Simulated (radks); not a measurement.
Spherical quantum dot in the effective-mass picture: electrons in a parabolic well V = omega^2 r^2 / 2 with omega = 0.34, all in effective atomic units (hartree* = m*/eps^2 hartree, bohr* = eps/m* bohr), one dielectric constant everywhere. Calculated with a radial shooting solver with Libxc functionals: non-relativistic Kohn-Sham, LDA (Slater exchange, Perdew-Wang correlation), spin-polarised, spherical densities. Levels are named by radial order and angular momentum (1s, 1p, 1d, 2s, ...), and open shells are averaged over m.

N = 4, configuration 1s2 1p(up 2, down 0). This is the lowest configuration that the search found. Occupied and some empty levels:

level,occupation,eigenvalue (hartree*),<r> (bohr*)
1s up,1,1.6304,2.408
1s down,1,1.6791,2.393
1p up,2,1.8533,2.993
1p down,0,1.9043,3.017
1d up,0,2.1082,3.447
1d down,0,2.1550,3.488
2s up,0,2.1696,3.099
2s down,0,2.2020,3.129
1f up,0,2.3841,3.837
1f down,0,2.4245,3.884

Energy (hartree*): total 4.63686, kinetic 0.98763, external 1.8997, Hartree 2.6567, exchange-correlation -0.90720.
